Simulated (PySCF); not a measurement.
# Spinor energies of Ti (titanium, neutral)

Start: [Ar] 3d2 4s1 4p1; 3d5/2 filled at m_j = +3/2, +5/2; 4s1/2 filled at m_j = +1/2; 4p3/2 filled at m_j = +3/2. Calculated with PySCF 2.14 in x2c-TZVPall-2c: generalised Hartree-Fock with the X2C-1e Hamiltonian and a Gaussian nucleus; one run each with spin-orbit coupling (SO) switched off, then screened by Boettger's factors. This is a chosen level, not necessarily the ground level.

```tsv
spinor shell	electrons	ε, spin-free (eV)	ε, screened SO (eV)	weight of nominal j (screened SO)	rms radius, screened SO (bohr)
1s1/2	2	-5018.6	-5018.6	1.000	0.0804
2s1/2	2	-590.00	-590.02	1.000	0.350
2p1/2	2	-485.72	-489.57	0.996	0.318
2p3/2	4	-485.72	-483.86	0.998	0.321
3s1/2	2	-79.874	-79.890	1.000	1.08
3p1/2	2	-49.778	-48.685	0.711	1.18
3d5/2	2	-12.601	-12.598	0.898	1.72
4s1/2	1	-8.190	-8.194	0.996	3.80
4p3/2	1	-4.763	-4.751	1.000	4.45
```

(1) Where does 3p3/2 lie, and what is the 3p spin-orbit splitting (screened SO)?

```
   quantity   spin-free  screened SO
E (hartree)  -852.69377   -852.69898
        M_J           6            6
       ⟨J²⟩      42.015       42.015
       ⟨L²⟩      20.015       20.015
       ⟨S²⟩       6.000        6.001
```

Each row is a mean over spinors that exchange with the open shell spreads, by up to 7.448 eV (3p3/2).

Rows whose weight is well below 1 are mixtures of j = l ± 1/2: exchange outweighs spin-orbit coupling there, and the label is only the starting occupation.

Without spin-orbit coupling the j labels of p, d and f shells carry no meaning; the spin-free column gives the mean over the occupied spinors of each nl shell.

## Answers

(1) At -50.353 eV, -1.668 eV above 3p1/2.
